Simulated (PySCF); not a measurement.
Compound: C4H2N2O.
Atom-mapped SMILES: `[N:1]#[C:2][c:3]1[n:4][cH:5][cH:6][o:7]1` (hydrogens: H8 on C5; H9 on C6)

Computed by this run: PySCF 2.14.0, CAM-B3LYP/def2-SVP geometry optimisation, gas phase; density fitting, grid level 1; the optimiser is geomeTRIC in internal coordinates, started from a GFN2-xTB structure.

Step 0: E = -9194.6788 eV
```
atom  x, y, z in Å  |  force x, y, z in eV/Å
N1      3.2725   -0.3469   -0.5840    1.147  -0.124  -0.204
C2      2.1507   -0.2466   -0.3792   -0.434   0.313  -0.013
C3      0.7691   -0.1263   -0.1259   -1.128  -0.505   0.417
N4     -0.0070   -1.0589    0.3522    0.943   0.030  -0.213
C5     -1.2352   -0.4936    0.4243    0.133   0.721  -0.266
C6     -1.1499    0.7933   -0.0253   -0.115  -0.616   0.231
O7      0.1212    1.0310   -0.3756    0.411  -0.076  -0.072
H8     -2.0791   -1.0413    0.7874   -0.631  -0.249   0.220
H9     -1.8621    1.5842   -0.1387   -0.326   0.506  -0.099
```

Step 1: E = -9194.5780 eV
```
atom  x, y, z in Å  |  force x, y, z in eV/Å
N1      3.3006   -0.2781   -0.4848    0.039   0.079  -0.012
C2      2.1533   -0.2209   -0.3904   -0.057  -0.298  -0.314
C3      0.7308   -0.2003   -0.2356    0.422   0.599   0.624
N4      0.0022   -1.0741    0.3655   -0.311  -0.331  -0.092
C5     -1.2286   -0.4722    0.4864   -0.265  -0.523  -0.755
C6     -1.1682    0.7670   -0.0682    0.414   0.404   0.611
O7      0.0997    0.9582   -0.5006   -0.130   0.051  -0.086
H8     -2.1118   -1.0367    0.7827    0.087   0.166   0.439
H9     -1.7978    1.6519   -0.0198   -0.198  -0.149  -0.415
```

Step 2: E = -9194.6734 eV
```
atom  x, y, z in Å  |  force x, y, z in eV/Å
N1      3.3024   -0.2878   -0.5593    0.011   0.052  -0.038
C2      2.1632   -0.2233   -0.3934   -0.107  -0.236   0.008
C3      0.7531   -0.1758   -0.1519   -0.045   0.148   0.119
N4     -0.0078   -1.0762    0.3804    0.131  -0.041  -0.041
C5     -1.2460   -0.4844    0.4658    0.065  -0.151  -0.635
C6     -1.1592    0.7692   -0.0569    0.112   0.305   0.425
O7      0.1188    0.9771   -0.4437   -0.090  -0.073   0.166
H8     -2.1303   -1.0401    0.7723    0.059   0.121   0.275
H9     -1.8139    1.6361   -0.0782   -0.135  -0.125  -0.279
```

Step 3: E = -9194.6865 eV
```
atom  x, y, z in Å  |  force x, y, z in eV/Å
N1      3.2803   -0.3411   -0.6282   -0.030  -0.032  -0.044
C2      2.1555   -0.2486   -0.3911    0.132   0.282   0.137
C3      0.7664   -0.1357   -0.0782    0.162   0.112  -0.075
N4      0.0146   -1.0759    0.3886   -0.311   0.441  -0.286
C5     -1.2274   -0.4929    0.4078   -0.759  -0.240   0.377
C6     -1.1693    0.7926   -0.0388    0.504  -0.513   0.320
O7      0.1276    1.0271   -0.3296    0.397  -0.002  -0.379
H8     -2.0935   -1.0392    0.7707   -0.096  -0.012  -0.037
H9     -1.8740    1.6086   -0.1659    0.002  -0.035  -0.013
```

Problem. Estimate the geometry and energy of step 4. (The exact step hangs on the optimiser's Hessian estimate; all steps are aligned on step 3, rigid shifts and turns removed.)

Solution. E = -9194.7157 eV, largest force 0.486 eV/Å
```
atom  x, y, z in Å  |  force x, y, z in eV/Å
N1      3.2917   -0.3174   -0.6048   -0.014  -0.009  -0.014
C2      2.1620   -0.2381   -0.3873    0.079   0.079   0.033
C3      0.7645   -0.1422   -0.1098   -0.014  -0.230   0.062
N4     -0.0045   -1.0704    0.3565    0.049  -0.206  -0.013
C5     -1.2543   -0.5026    0.4170    0.408   0.263   0.029
C6     -1.1470    0.7797   -0.0223   -0.327   0.254  -0.049
O7      0.1372    1.0208   -0.3600   -0.144  -0.159   0.010
H8     -2.1218   -1.0325    0.8025   -0.015  -0.018  -0.080
H9     -1.8475    1.5975   -0.1566   -0.021   0.026   0.021
```

The energy changes by -0.0293 eV. The first-order estimate −F·Δx gives -0.0877 eV and the mean of the old and new forces, exact on a quadratic surface, -0.0290 eV. The step makes an angle of 53° with the force vector and moves no atom by more than 0.043 Å.

The cost below is that of the whole optimisation. Time: 41 s of wall time; peak memory 0.52 GiB. Hardware: an Arm Neoverse V1 with one thread, no GPU, on a shared host.
